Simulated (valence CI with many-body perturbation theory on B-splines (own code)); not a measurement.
Tc XXIX: calculated level list

Calculated by valence CI with perturbative core correlation (CI+MBPT): five valence electrons over a frozen Dirac-Fock core [Ne], a basis of 11 s, 11 p, 10 d, 8 f, 5 g, 2 h functions for each j, with the one-electron correlation potential Σ1 (screened to all orders), the two-electron term Σ2, the three-electron term Σ3, Breit, model QED; selected single and double excitations, second order for the rest, scaled by the run's own slope (own B-spline code, finite nucleus).

No measured spectrum was set against this ion. As an estimate, large intervals hold to a few tenths of a per cent, small ones and those within an open d or f shell to about a per cent. Among the levels kept, up to 3800 cm⁻¹ of a level comes from second order outside the variational space, and about a tenth of that is noise between levels of different J, which matters for small intervals.

Levels 1 to 45 of 167, with energies above the lowest level, (3s^2 3p1/2^2 3p3/2) J=3/2. "Leading %" is the weight of the configuration and term that name the level; weights of strongly mixed levels are sums over their largest components and can fall short. In the jj column 3d3/2^4 stands for four electrons in 3d with j = 3/2. Lifetimes count E1, E2, E3, M1 and M2 decay at the calculated energies, and are blank where another channel may lead or the interval is too uncertain; long ones can be off by a factor of two.

| No. | Configuration | Term | J | E (cm⁻¹) | Leading % | Leading jj | Lifetime |
| --- | --- | --- | --- | --- | --- | --- | --- |
| 1 | 3s2 3p3 | 4S° | 3/2 | 0 | 44 | 3s^2 3p1/2^2 3p3/2 (92 %) |  |
| 2 | 3s2 3p3 | 2D° | 3/2 | 176880 | 51 | 3s^2 3p1/2 3p3/2^2 (93 %) | 8.32 μs |
| 3 | 3s2 3p3 | 2D° | 5/2 | 222930 | 98 | 3s^2 3p1/2 3p3/2^2 (98 %) | 42.2 μs |
| 4 | 3s2 3p3 | 2P° | 1/2 | 282250 | 97 | 3s^2 3p1/2 3p3/2^2 (97 %) | 6.81 μs |
| 5 | 3s2 3p3 | 2P° | 3/2 | 459080 | 58 | 3s^2 3p3/2^3 (95 %) | 2.58 μs |
| 6 | 3s 3p4 | 4P | 5/2 | 763040 | 75 | 3s 3p1/2^2 3p3/2^2 (83 %) | 140 ps |
| 7 | 3s 3p4 | 4P | 3/2 | 846190 | 30 | 3s 3p1/2^2 3p3/2^2 (44 %) | 84.5 ps |
| 8 | 3s 3p4 | 4P | 1/2 | 879240 | 57 | 3s 3p1/2^2 3p3/2^2 (68 %) | 48.8 ps |
| 9 | 3s2 3p2 3d | 4F | 3/2 | 928380 | 37 | 3s^2 3p1/2^2 3d3/2 (50 %) | 79.1 ps |
| 10 | 3s2 3p2 3d | 4F | 5/2 | 990330 | 41 | 3s^2 3p1/2^2 3d5/2 (69 %) | 56.2 ps |
| 11 | 3s 3p4 | 2D | 3/2 | 997220 | 37 | 3s 3p1/2 3p3/2^3 (46 %) | 39.5 ps |
| 12 | 3s 3p4 | 2D | 5/2 | 1032800 | 55 | 3s 3p1/2 3p3/2^3 (60 %) | 101 ps |
| 13 | 3s2 3p2 3d | 2P | 3/2 | 1055900 | 33 | 3s^2 3p1/2 3p3/2 3d3/2 (69 %) | 190 ps |
| 14 | 3s2 3p2 3d | 4D | 1/2 | 1065200 | 45 | 3s^2 3p1/2 3p3/2 3d3/2 (72 %) | 69.5 ps |
| 15 | 3s2 3p2 3d | 2F | 5/2 | 1080300 | 59 | 3s^2 3p1/2 3p3/2 3d3/2 (80 %) | 362 ps |
| 16 | 3s2 3p2 3d | 4F | 7/2 | 1109500 | 63 | 3s^2 3p1/2 3p3/2 3d3/2 (64 %) | 2.28 ns |
| 17 | 3s2 3p2 3d | 4D | 7/2 | 1125100 | 49 | 3s^2 3p1/2 3p3/2 3d5/2 (84 %) | 4.46 μs |
| 18 | 3s2 3p2 3d | 4D | 1/2 | 1142100 | 42 | 3s 3p1/2 3p3/2^3 (30 %) | 18.9 ps |
| 19 | 3s2 3p2 3d | 4D | 3/2 | 1160400 | 50 | 3s^2 3p1/2 3p3/2 3d5/2 (33 %) | 24.8 ps |
| 20 | 3s2 3p2 3d | 4F | 9/2 | 1166400 | 60 | 3s^2 3p1/2 3p3/2 3d5/2 (91 %) |  |
| 21 | 3s2 3p2 3d | 4D | 5/2 | 1186500 | 28 | 3s^2 3p1/2 3p3/2 3d5/2 (67 %) | 17.1 ps |
| 22 | 3s 3p4 | 2P | 3/2 | 1245100 | 30 | 3s^2 3p1/2 3p3/2 3d3/2 (42 %) | 3.43 ps |
| 23 | 3s2 3p2 3d | 2G | 7/2 | 1251000 | 57 | 3s^2 3p1/2 3p3/2 3d5/2 (55 %) | 38.6 ps |
| 24 | 3s2 3p2 3d | 4P | 5/2 | 1251800 | 42 | 3s^2 3p1/2 3p3/2 3d3/2 (39 %) | 4.73 ps |
| 25 | 3s2 3p2 3d | 4P | 1/2 | 1266500 | 45 | 3s^2 3p1/2 3p3/2 3d3/2 (52 %) | 4.77 ps |
| 26 | 3s2 3p2 3d | 2P | 3/2 | 1281900 | 34 | 3s^2 3p1/2 3p3/2 3d5/2 (42 %) | 4.71 ps |
| 27 | 3s2 3p2 3d | 2P | 1/2 | 1295500 | 34 | 3s 3p3/2^4 (37 %) | 12.2 ps |
| 28 | 3s2 3p2 3d | 2D | 3/2 | 1313500 | 72 | 3s^2 3p1/2 3p3/2 3d5/2 (60 %) | 14.4 ps |
| 29 | 3s2 3p2 3d | 2D | 5/2 | 1330500 | 55 | 3s^2 3p1/2 3p3/2 3d5/2 (53 %) | 4.50 ps |
| 30 | 3s2 3p2 3d | 2F | 7/2 | 1353400 | 48 | 3s^2 3p3/2^2 3d5/2 (95 %) | 311 ps |
| 31 | 3s2 3p2 3d | 2G | 9/2 | 1377600 | 60 | 3s^2 3p3/2^2 3d5/2 (90 %) | 5.69 μs |
| 32 | 3s2 3p2 3d | 2P | 1/2 | 1391500 | 48 | 3s^2 3p1/2 3p3/2 3d5/2 (65 %) | 5.49 ps |
| 33 | 3s2 3p2 3d | 2P | 1/2 | 1421600 | 41 | 3s^2 3p3/2^2 3d3/2 (65 %) | 4.01 ps |
| 34 | 3s2 3p2 3d | 2D | 3/2 | 1438400 | 41 | 3s^2 3p3/2^2 3d3/2 (70 %) | 3.59 ps |
| 35 | 3s2 3p2 3d | 2D | 5/2 | 1439400 | 26 | 3s^2 3p3/2^2 3d3/2 (58 %) | 3.86 ps |
| 36 | 3s2 3p2 3d | 2F | 7/2 | 1475500 | 82 | 3s^2 3p3/2^2 3d3/2 (71 %) | 4.00 ps |
| 37 | 3s2 3p2 3d | 2D | 5/2 | 1497000 | 85 | 3s^2 3p3/2^2 3d5/2 (92 %) | 150 ps |
| 38 | 3s2 3p2 3d | 2P | 3/2 | 1519800 | 46 | 3s^2 3p3/2^2 3d3/2 (46 %) | 4.63 ps |
| 39 | 3s2 3p2 3d | 2S | 1/2 | 1569100 | 31 | 3s 3p3/2^4 (38 %) | 3.75 ps |
| 40 | 3s2 3p2 3d | 2D | 3/2 | 1579400 | 72 | 3s^2 3p3/2^2 3d5/2 (58 %) | 5.16 ps |
| 41 | 3s2 3p2 3d | 2D | 5/2 | 1596400 | 56 | 3s^2 3p3/2^2 3d5/2 (77 %) | 4.45 ps |
| 42 | 3s 3p3 3d | 6D° | 1/2 | 1627800 | 77 | 3s 3p1/2^2 3p3/2 3d3/2 (64 %) | 362 ps |
| 43 | 3s 3p3 3d | 6D° | 5/2 | 1628200 | 62 | 3s 3p1/2^2 3p3/2 3d3/2 (65 %) | 256 ps |
| 44 | 3s 3p3 3d | 6D° | 3/2 | 1629200 | 71 | 3s 3p1/2^2 3p3/2 3d3/2 (65 %) | 226 ps |
| 45 | 3s 3p3 3d | 6D° | 7/2 | 1636500 | 63 | 3s 3p1/2^2 3p3/2 3d3/2 (43 %) | 439 ps |

The ionisation energy to 3s2 3p2 3P_0 of the next ion comes out as 1546.5 eV (NIST: 1559 ± 6 eV (semi-empirical), further off than twice its uncertainty). All 167 levels together are meant to be complete up to 2660200 cm⁻¹.
